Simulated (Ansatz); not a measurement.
Isolated molecules relaxed with PBE0-D4/def2-TZVP in Ansatz; ΔE leaves out vibrations. CCSD(T)/CBS adds triple-zeta CCSD(T) − MP2 to the extrapolated MP2 energy (def2 sets, frozen cores). This one scheme is used for every species. One conformer a species, not always the lowest.

Consider the ligand exchange at a B–N bond: `NB(F)F` + silanol → `FB(F)O[SiH3]` + NH₃.

```tsv
level	ΔE (kJ/mol)
HF/def2-TZVPP	-24.3
MP2/CBS(def2)	-18.1
```

Question: What does CCSD(T)/CBS give? (An estimate is asked.)

Answer: Computed: -19.9 kJ/mol. The listed levels differ from it by -4.4, 1.8 kJ/mol.

Question: What do rigid-rotor, harmonic-oscillator terms from PBE0-D4/def2-TZVP frequencies (298.15 K, 1 bar) make of the CCSD(T)/CBS value? (Estimate.)

Answer: Computed: ΔZPE = -2.2 kJ/mol, ΔH = -19.0 kJ/mol, ΔS = 5 J/(mol·K), ΔG = -20.5 kJ/mol. Modes under 50 cm⁻¹ make the entropy rough.

Largest T1 diagnostic among the species: 0.012.

In def2-TZVPP, CCSD(T) changes the Hartree–Fock value by +4.0 kJ/mol (the triples alone add +0.2 kJ/mol) and MP2 by +5.8 kJ/mol. From BLYP to BHLYP (50 % exact exchange), in def2-TZVPP and without D4, ΔE moves by −3.6 kJ/mol.
